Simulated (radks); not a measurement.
Results of a calculation; reference values are marked as such.
Problem. These are the eigenvalues of the occupied orbitals of an atom or ion with whole-number occupations (hartree). Code: a radial shooting solver on a logarithmic mesh with Libxc functionals. Model: Dirac Kohn-Sham, BLYP, spin-unpolarised, spherical densities, finite nucleus; Fermi nuclear charge, rms radius of each element as measured or else 0.836 A^(1/3) + 0.57 fm.

1s1/2: -4.87684

Which element is it, and in what charge state? The configuration may be excited. Open shells, if any, fill j = l - 1/2 first.

Solution. Z = 4, beryllium, charge +2: Be2+ in [He]. The 1s level, -4.8768 hartree, gives Z - s = 3.1 by -(Z - s)^2/2, which with screening and relativity narrows Z to a few neighbours, and the depths must fix Z and the occupations together.
